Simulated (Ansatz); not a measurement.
Geometry optimisation, RKS PBE0-D4/STO-3G (Ansatz 0.2.0).

The input (input.yaml):

```yaml
crystal:
  periodic: [false, false, false]
  atoms:
    - { symbol: C, position_ang: [-0.5932, 1.3304, -0.2356] }
    - { symbol: C, position_ang: [-0.1503, 0.1442, -0.286] }
    - { symbol: Si, position_ang: [0.04256, -1.13999, -1.37684] }
    - { symbol: S, position_ang: [0.43895, -0.8477, 0.89981] }
    - { symbol: H, position_ang: [-1.0674, 1.8262, -1.1533] }
    - { symbol: H, position_ang: [-0.6413, 1.9846, 0.6597] }
    - { symbol: H, position_ang: [-0.96296, -2.30945, -1.34496] }
    - { symbol: H, position_ang: [1.31793, -1.4822, -1.94688] }
basis:
  gaussian: { orbitals: STO-3G }
hamiltonian:
  xc: pbe0
  dispersion: d4
relax:
  f_tol: 0.015
  max_steps: 40
```

Launched with:

```bash
$ ansatz run input.yaml --threads 1 --pin off --max-ram 2048MiB --backend cpu --events-out ev --progress --plain --runs-dir out
```

Task: Where does it end, and by what steps?

Result: The forces met the threshold. Limits of this set-up: minimal basis. After 8 steps the energy has fallen by 1.633 eV; Si3 moved furthest, 0.35 Å.

| step | energy less start (eV) | largest force component (eV/Å) | accepted |
| --- | --- | --- | --- |
| 0 | 0.0000 | 7.113 | yes |
| 1 | -1.2428 | 3.227 | yes |
| 2 | -1.4798 | 2.746 | yes |
| 3 | -1.4889 | 1.337 | yes |
| 4 | -1.6001 | 0.630 | yes |
| 5 | -1.6323 | 0.174 | yes |
| 6 | -1.6333 | 0.026 | yes |
| 7 | -1.6333 | 0.016 | yes |
| 8 | -1.6333 | 0.003 | yes |

```xyz
8
Properties=species:S:1:pos:R:3
C -0.661 1.431 -0.256
C -0.207 0.183 -0.270
Si 0.140 -1.373 -1.136
S 0.513 -0.951 0.897
H -1.068 1.901 -1.157
H -0.656 2.054 0.644
H -0.939 -2.274 -1.467
H 1.263 -1.465 -2.039
```

Run time: 15 s on 1 CPU thread of a shared host.
